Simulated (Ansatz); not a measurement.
Wavefunction ladder for C2H6FNSSi (`F[SiH]1CN1CS`)

Z-matrix (Å, degrees):
```
Si
C 1 1.820
N 1 1.676 2 50.5
F 1 1.588 2 124.2 3 -100.5
H 1 1.472 2 123.9 3 107.7
H 2 1.089 1 124.6 3 101.2
H 2 1.093 1 117.6 3 -104.8
C 3 1.415 1 146.1 2 122.8
S 8 1.838 3 116.5 1 -47.4
H 8 1.092 3 111.1 1 -170.7
H 8 1.091 3 109.3 1 70.4
H 9 1.342 8 97.0 3 -78.9
```

The species carries charge 0 and has multiplicity 1. The geometry is a stationary point of PBE0-D4/def2-TZVP. It is one conformer, not always the lowest. Frozen core, restricted reference, the Gaussian-basis code of Ansatz. CBS rows extrapolate triple and quadruple zeta; past MP2 they add the triple-zeta difference.

```json
{"basis": "def2-TZVPP", "HF (Eh)": "-919.72448", "MP2 corr.": "-1.08785"}
{"basis": "def2-QZVPP", "HF (Eh)": "-919.75628", "MP2 corr.": "-1.17319"}
```

(1) Estimate the CCSD correlation energy and the (T) correction in each basis where they were run (hartree).

Results:

(1) 
```
     basis  CCSD corr.       (T)
def2-TZVPP    -1.13243  -0.04688
 CBS(def2)    -1.28099     as TZ
```
